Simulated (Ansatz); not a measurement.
```yaml
crystal:
  periodic: [false, false, false]
  atoms:
    - {symbol: F, position_ang: [2.415878, -0.732026, 0.525462]}
    - {symbol: B, position_ang: [1.183956, -0.281226, 0.597737]}
    - {symbol: Si, position_ang: [0.191463, 1.330087, 0.175016]}
    - {symbol: Sn, position_ang: [-0.629606, -1.161626, -0.387816]}
    - {symbol: H, position_ang: [0.597657, 2.656707, -0.370621]}
    - {symbol: H, position_ang: [-0.947679, 1.434232, 1.124737]}
    - {symbol: H, position_ang: [-0.459861, -2.083767, -1.819282]}
    - {symbol: H, position_ang: [-2.259606, -1.219481, 0.098966]}
basis:
  gaussian: {orbitals: def2-SVP}
hamiltonian: {xc: {name: HF}}
correlation: {method: mp2, frozen_orbitals: {F: 9}}
output: {forces: true}
```

```sh
$ ansatz run in.yaml --threads 2 --pin off --events-out ev --progress --plain --max-ram 4352MiB
```

It prints (some lines left out):

```
Functional definition: HF
Error: "frozen_orbitals" has no count for B
```

(1) What is wrong with this run?

## Answers

(1) Frozen orbitals are typed for one element alone, and the program wants a count for each. The program refused the input.
